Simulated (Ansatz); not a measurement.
`Cl[SiH2][GeH3]` + H₂S → `S[SiH2]Cl` + GeH₄ at 700 K and 1 bar (cleavage of the Si–Ge bond).

Computed with Ansatz on PBE0-D4/def2-TZVP structures; ΔE is electronic, products minus reactants. CCSD(T)/CBS adds triple-zeta CCSD(T) − MP2 to the extrapolated MP2 energy (def2 sets, frozen cores). This one scheme is used for every species. For Ge outer-core shells are correlated without core-valence functions, which leaves a few kJ/mol of doubt a bond. Scalar relativity is left out up to krypton. One conformer a species, not always the lowest.

```
         species  CCSD(T)/CBS energy (Eh)  H − E (kJ/mol)  S (J/(mol·K))
`Cl[SiH2][GeH3]`              -2828.01436           176.2          434.7
             H₂S               -398.97279            64.8          236.9
     `S[SiH2]Cl`              -1148.50980           126.8          380.7
            GeH₄              -2078.49493           112.9          267.3
```

H − E and S are ideal-gas, rigid-rotor, harmonic terms from PBE0-D4/def2-TZVP, for one conformer and one mirror image of each species. 1 Eh = 2625.50 kJ/mol, R = 8.31446 J/(mol·K).

By hand: ΔE, ΔH, ΔS and ΔG.

ΔE = (-1148.50980) + (-2078.49493) − (-2828.01436) − (-398.97279) = -0.01758 Eh = -46.2 kJ/mol. Δ(H − E) = 126.8 + 112.9 − 176.2 − 64.8 = -1.3, so ΔH = -47.5 kJ/mol. ΔS = 380.7 + 267.3 − 434.7 − 236.9 = -23.6 J/(mol·K). ΔG = -47.5 − 700 × (-23.6)/1000 = -31.0 kJ/mol.

By hand: the equilibrium constant, and the temperature at which ΔG would vanish if ΔH and ΔS stayed fixed.

log₁₀ K = −ΔG/(RT ln 10) = 2.3. ΔG = 0 at ΔH/ΔS = 2013 K.

TΔS isn't small against ΔH here. A doubt of 5 kJ/mol in ΔE shifts log₁₀ K by 0.4 here. Other conformers and mirror images would add mixing entropy, several J/(mol·K) or more a flexible species. These are equilibria of isolated gas molecules and say nothing of rates. Largest T1 diagnostic: 0.012 (customary marks: 0.02 for closed shells, 0.045 for open ones).
